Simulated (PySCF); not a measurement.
How methods differ on the ionisation energy of Nb²⁷⁺

Nb²⁷⁺ [Ne] 3s2 3p2 [3p1/2^2, M_J = 0] → Nb²⁸⁺ [Ne] 3s2 3p1 [3p1/2^1, M_J = 1/2], as a difference of total energies. All numbers are calculated (PySCF 2.14, the two-component X2C-1e Hamiltonian, in an even-tempered Gaussian basis (19 s from 4 bohr⁻², ratio 2.4; 13 p from 5.2 bohr⁻², ratio 2.4; 5 d from 19 bohr⁻², ratio 2.6; 4 f from 29 bohr⁻², ratio 2.6)). Correlated levels: 1s2 frozen; the 50 highest virtual spinors dropped. "Screened" scales the spin-orbit matrix elements by Boettger's factors to mimic the two-electron term; Breit and QED terms are absent.

| method | ionisation energy (eV) |
| --- | --- |
| GHF (spin-free) | 1426.4 |
| GMP2 (spin-free) | 1427.1 |
| GHF (screened spin-orbit) | 1434.9 |
| GMP2 (screened spin-orbit) | 1436.8 |

Breit and QED terms and the two-electron picture change are absent.

The spin-free rows relax to the high-spin LS determinant and lack the spin-orbit shift.

The labels give the starting determinants; with spin-orbit coupling the two ends relaxed to ⟨J²⟩ = 0.00, ⟨L²⟩ = 1.34, ⟨S²⟩ = 1.34 and ⟨J²⟩ = 0.75, ⟨L²⟩ = 2.01, ⟨S²⟩ = 0.75.

For comparison: 1439 ± 3 eV (semi-empirical (NIST evaluation); NIST Atomic Spectra Database, ionization energies).
